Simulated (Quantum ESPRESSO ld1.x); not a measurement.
Problem. All-electron atom: Xe2+ in [Kr] 4d10 5s1.75 5p4 5d0.25 (fractional occupations, a model configuration). All-electron calculation, Dirac Kohn-Sham, Engel-Vosko exchange with Perdew-Wang LDA correlation, spin-unpolarised, spherical densities, point nucleus; open shells are shared between the two j in proportion to 2j + 1. Program: ld1.x of Quantum ESPRESSO 7.5. Some entries of the table are withheld. Estimate them.

orbital     occ.  eigenvalue (hartree)  <1/r> (bohr^-1)
1s1/2          2              -1263.27            58.15
2s1/2          2              -197.272            13.60
2p1/2          2              -185.266              (1)
2p3/2          4              -173.347              (2)
3s1/2          2              -41.0382            4.865
3p1/2          2              -36.0692            4.772
3p3/2          4              -33.8027            4.502
3d3/2          4              -25.1165            4.357
3d5/2          6              -24.6374            4.287
4s1/2          2              -8.09994            1.964
4p1/2          2              -6.34247            1.855
4p3/2          4              -5.89412            1.769
4d3/2          4              -3.05665              (3)
4d5/2          6              -2.98371              (4)
5s1/2       1.75              -1.46534              (5)
5p1/2    1.33333                   (6)           0.6361
5p3/2    2.66667                   (7)           0.6092
5d3/2        0.1                   (8)           0.3960
5d5/2       0.15                   (9)           0.3912

Solution. 
(1) 2p1/2 <1/r> (bohr^-1): 13.57
(2) 2p3/2 <1/r> (bohr^-1): 12.47
(3) 4d3/2 <1/r> (bohr^-1): 1.530
(4) 4d5/2 <1/r> (bohr^-1): 1.509
(5) 5s1/2 <1/r> (bohr^-1): 0.7335
(6) 5p1/2 eigenvalue (hartree): -1.03879
(7) 5p3/2 eigenvalue (hartree): -0.98310
(8) 5d3/2 eigenvalue (hartree): -0.46101
(9) 5d5/2 eigenvalue (hartree): -0.45651
